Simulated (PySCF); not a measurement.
# Bond curve of DyO

Set-up: Dy x2c-SVPall, O x2c-SVPall; spin-free X2C with a Gaussian nucleus (PySCF 2.14). Energies in eV from Dy (4f10 6s2) + O in their ground configurations at the same level. State: septet, about 9.1 electrons in the 4f shell (Mulliken), real f orbitals that mix terms.

All columns are B2PLYP. A positive dipole means Dy(−)O(+).

| R (Å) | E (eV) | μ (D) | Mulliken charge on Dy (basis-dependent) | HOMO (eV) | LUMO (eV) | Mayer bond order | ⟨S²⟩ |
| --- | --- | --- | --- | --- | --- | --- | --- |
| 1.538 | -3.999 | -2.67 | 0.30 | -4.54 | -1.17 | 2.35 | 12.01 |
| 1.610 | -5.065 | -3.45 | 0.37 | -4.72 | -1.29 | 2.32 | 12.01 |
| 1.682 | -5.693 | -4.16 | 0.42 | -4.90 | -1.42 | 2.30 | 12.01 |
| 1.735 | -5.942 | -4.65 | 0.46 | -5.03 | -1.50 | 2.28 | 12.01 |
| 1.789 | -6.043 | -5.10 | 0.48 | -5.15 | -1.59 | 2.27 | 12.01 |
| 1.843 | -6.027 | -5.53 | 0.51 | -5.27 | -1.68 | 2.26 | 12.02 |
| 1.914 | -5.868 | -6.05 | 0.53 | -5.41 | -1.79 | 2.24 | 12.02 |
| 2.004 | -5.513 | -6.62 | 0.56 | -5.57 | -1.91 | 2.21 | 12.03 |
| 2.111 | -4.940 | -7.19 | 0.58 | -5.72 | -2.04 | 2.17 | 12.07 |
| 2.254 | -3.949 | -7.47 | 0.57 | -5.78 | -2.12 | 2.05 | 12.25 |

A fit through these points gives, at Re = 1.807 Å, μ = -5.25 D and dμ/dR = -7.98 D/Å; the reduced mass is 14.57 u.

Task: How strong is the fundamental in the double-harmonic approximation, I = 42.26·(dμ/dR)²/μred km/mol?

Result: I = 42.26·(-7.98)²/14.57 = 185 km/mol at B2PLYP.

Correlated steps freeze 19 core orbitals. ⟨S²⟩ of the unrestricted solution departs from its pure value on part of the curve, where spin states mix. Spin–orbit coupling is left out, which matters for elements this heavy, above all for dissociation energies. B2PLYP dipoles, levels and charges come from its SCF part alone. With d or f electrons several states lie close, and the lowest PBE0 determinant need not be the measured ground state.
